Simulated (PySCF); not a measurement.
# How methods differ on the ionisation energy of Ti²⁺

Ti²⁺ [Ar] 3d2 (3F) → Ti³⁺ [Ar] 3d1 (2D), as a difference of total energies. Calculation: PySCF 2.14, in ANO-RCC-VTZP; the spin-free X2C one-electron Hamiltonian (Gaussian nucleus). Correlated levels: valence: [Ar] frozen; valence and next inner shell: [Ne] frozen. The calculations carry no spin-orbit coupling.

```
                                method  ionisation energy (eV)
                                   UHF                  26.647
                                   LDA                  28.022
                                   PBE                  27.949
                                  PBE0                  27.848
                                r2SCAN                  27.937
                                 B3LYP                  27.981
                                 HSE06                  27.835
                                revPBE                  27.902
                         MP2 (valence)                  26.769
                     SCS-MP2 (valence)                  26.687
    MP2 (valence and next inner shell)                  27.218
SCS-MP2 (valence and next inner shell)                  27.123
```

Q: How much does correlation contribute at MP2 (valence and next inner shell)?

A: 27.218 − (26.647) = 0.571 eV, measured against UHF.

Errors of the correlated levels include the incompleteness of this basis and the frozen core.

For comparison: 27.492 eV (measured; NIST Atomic Spectra Database, ionization energies).
